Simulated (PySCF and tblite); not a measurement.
Results of a calculation; reference values are marked as such.
C₇H₁₄, numbered as in [CH3:1][CH:2]1[CH2:3][CH2:4][CH2:5][CH2:6][CH2:7]1.

Level: PBE0-D3(BJ)/def2-TZVP//PBE0-D3(BJ)/def2-SVP, thermal terms from GFN2-xTB, symmetry numbers and mirror pairs counted. Conformers within 4 kcal/mol (GFN2-xTB free energy) were kept, 5 at most. GIAO shieldings: PBE0/pcSseg-1. Shifts are against TMS (¹H), TMS (¹³C) at the same level; of two unlike H on one atom, a is the less shielded. Run with PySCF (density fitting) and tblite.

**Question.** List the conformer-averaged shifts at 298.15 K.

**Answer.** ¹H: 1.60 (H4a/H6a, 2H), 1.52 (H5a, 1H), 1.49 (H3a/H7a, 2H), 1.18 (H4b/H6b, 2H), 1.05 (H5b, 1H), 1.02 (H2, 1H), 0.90 (H1, 3H), 0.73 (H3b/H7b, 2H) ppm. ¹³C: 37.1 (C3/C7), 34.2 (C2), 28.7 (C4/C6), 28.5 (C5), 24.7 (C1) ppm.

**Question.** How do the conformers differ?

**Answer.** The 6-ring runs over atoms 2–3–4–5–6–7.
```csv
conformer,shape,weight %
1,6-ring chair (all substituents equatorial),96.7
2,6-ring chair (C1 axial),3.3
```

```csv
signal,1,2,average
H1,0.89,1.03,0.90
H2,1.00,1.63,1.02
H3a/H7a,1.50,1.42,1.49
H3b/H7b,0.71,1.35,0.73
H4a/H6a,1.61,1.44,1.60
H4b/H6b,1.18,1.27,1.18
H5a,1.53,1.12,1.52
H5b,1.04,1.56,1.05
C1,24.9,18.6,24.7
C2,34.4,29.4,34.2
C3/C7,37.2,34.1,37.1
C4/C6,28.9,22.7,28.7
C5,28.5,29.4,28.5
```

**Question.** Which signal moves most, for its nucleus, between 180 and 400 K through the change of populations alone?

**Answer.** H3b/H7b: 0.71 ppm at 180 K, 0.71 ppm at 230 K, 0.73 ppm at 298.15 K, 0.73 ppm at 330 K, 0.75 ppm at 400 K.

Shifts are unscaled: against experiment ¹³C can be off by 15 ppm or more and ¹H by 0.8 ppm.
